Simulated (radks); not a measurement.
Species: the sulfur ion S2+. Configuration: [He] 2s2 2p5 3s2 3p2 4s1 (not the ground configuration). All-electron calculation, non-relativistic Kohn-Sham, r2SCAN, spin-polarised, spherical densities, point nucleus; open shells are filled with parallel spins first; meta-GGA in the generalised Kohn-Sham scheme. Program: a radial shooting solver on a logarithmic mesh with Libxc functionals.

X-ray form factor f0, the Fourier transform of the density (f0(0) = 14):

sin(theta)/lambda (1/angstrom),f0 (electrons)
0.05,13.537
0.1,12.465
0.15,11.307
0.2,10.286
0.25,9.394
0.3,8.601
0.4,7.339
0.5,6.455
0.6,5.765
0.8,4.535
1,3.463
1.25,2.497
1.5,1.921
2,1.408
